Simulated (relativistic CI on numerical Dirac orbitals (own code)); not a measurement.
## Hyperfine structure of Ba VII, mass number 135

Computed by Dirac-Coulomb-Breit CI, orbitals from a KLI potential per configuration, model QED, unscaled Slater integrals (own radial code, finite nucleus).

CI space (outside the closed core [Kr] 4d10): 5s2.5p2, 5s.5p3, 5s2.5p.5d, 5p4, 5s2.5p.4f, 5s.5p2.5d, 5s2.5p.5f, 5s2.4f.5d, 5s.5p2.4f, 5s2.5p.5g, 5s2.5p.6s, 5s.5p.4f2, 5s2.4f2, 5s.4f2.5d, 5s.4f3, 5s2.5d2, 5s.5d3, 5s.4f.5d2, 5p2.4f2, 5p.4f2.5d, 5p.4f3, 5p.4f2.5f. Double excitations out of closed p, d and f shells are left out; levels of such configurations are missing from the list, as are those of other unlisted configurations, and high levels can miss mixing partners.

Nuclear spin I = 3/2, μ = 0.8381 μN, Q = 0.153 b (tables of Stone and Pyykkö). The electronic factors are computed for point nuclear moments, without core polarisation or the Bohr-Weisskopf and QED corrections.

```json
{"Level": "5s2.5p2 3P_1", "E (cm⁻¹)": "14621.0", "A (MHz)": "-468.6", "B (MHz)": "334"}
{"Level": "5s2.5p2 3P_2", "E (cm⁻¹)": "21216.1", "A (MHz)": "2859", "B (MHz)": "6.73"}
{"Level": "5s2.5p2 1D_2", "E (cm⁻¹)": "42030.1", "A (MHz)": "1613", "B (MHz)": "646"}
{"Level": "5s.5p3 5S°_2", "E (cm⁻¹)": "115400.1", "A (MHz)": "8474", "B (MHz)": "16.8"}
{"Level": "5s.5p3 3D°_1", "E (cm⁻¹)": "150251.9", "A (MHz)": "-5279", "B (MHz)": "489"}
{"Level": "5s.5p3 3D°_2", "E (cm⁻¹)": "151314.2", "A (MHz)": "5160", "B (MHz)": "810"}
{"Level": "5s.5p3 3D°_3", "E (cm⁻¹)": "157449.4", "A (MHz)": "7312", "B (MHz)": "-80.5"}
{"Level": "5s2.5p.4f 3G_3", "E (cm⁻¹)": "162449.6", "A (MHz)": "1473", "B (MHz)": "-167"}
```

Levels with J = 0, under 50 % of one LS term, or S terms without an open s electron are left out. Small factors come from cancelling terms and can be off by tens of per cent or more.

At this charge configurations can still be misplaced by up to about 7 % of their energy. Levels and lines within the n = 5 or 6 shells can be off by up to 10 % or somewhat more, and those that change n by about 2 %, since core polarisation is missing. 17 of the 28 excited levels that our extract of the measured tables holds in this range could be paired (the sources list more); they are missed by 5609 cm⁻¹ on average and 13054 at most, and levels without a partner can miss by more. Levels that differ in their count of f electrons can be misplaced by several ten thousand cm⁻¹, since the correlation energy of f electrons is missing or only estimated; rates across such gaps can be off by orders of magnitude.

Give the hyperfine levels of 5s2.5p2 3P_2 relative to its centre of gravity.

With K = F(F + 1) − I(I + 1) − J(J + 1), E = AK/2 + B[¾K(K + 1) − I(I + 1)J(J + 1)]/[2I(2I − 1)J(2J − 1)]: F = 1/2: -12860, F = 3/2: -8578, F = 5/2: -1434, F = 7/2: 8580 MHz.

LS names give the leading component of a level, which can be under half, so a name can repeat, a term be missing and a line seem to break the LS rules.
